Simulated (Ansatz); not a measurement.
disiloxane (H₆OSi₂), singlet, geometry from GFN2-xTB. Base run: Ansatz (a first-principles code) with HF/6-31G**.

Ansatz was given this input:
Ansatz 0.2 input:
```yaml
crystal:
  periodic: [false, false, false]
  atoms:
    - {symbol: Si, position_ang: [1.58554558, -0.29465325, 0.09305373]}
    - {symbol: O, position_ang: [-0.00374610, -0.02898376, -0.03187953]}
    - {symbol: Si, position_ang: [-1.58414102, 0.30551525, -0.08108531]}
    - {symbol: H, position_ang: [1.99636140, -0.92391127, -1.16028168]}
    - {symbol: H, position_ang: [2.22242187, 1.00620543, 0.29041493]}
    - {symbol: H, position_ang: [1.77723671, -1.17669751, 1.24269936]}
    - {symbol: H, position_ang: [-2.21375802, -0.47470673, 0.98249776]}
    - {symbol: H, position_ang: [-2.04757203, -0.09473461, -1.40797725]}
    - {symbol: H, position_ang: [-1.72438507, 1.74364671, 0.14012516]}
basis:
  gaussian:
    orbitals: 6-31G__.json
hamiltonian:
  xc: hf
```
The basis file holds 6-31G** in the JSON format of the Basis Set Exchange.

The base run was repeated with changes; each row names its change, and settings that it needs were set with it.

```
change                                                           ΔE vs base (kcal/mol)
---------------------------------------------------------------  ---------------------
base                                                                             0.000
accuracy = high                                                                 -0.003
forces = on                                                                      0.000
lower_state_search = light                                                       0.000
point_charge = charge:1.0 position_ang:-1.2615, -0.2423, -5.332                  -2.01
nuclear_model = gaussian                                                         0.218
point_charge = charge:0.5 position_ang:-5.0217, -2.063, -0.8022                  0.009
lower_state_search = full                                                        0.000
lower_state_search = off                                                         0.000
point_charge = charge:-1.0 position_ang:0.9454, -2.6169, 4.7393                 -0.399
fitting.mean_field = def2-universal-JKFIT                                        0.039
```
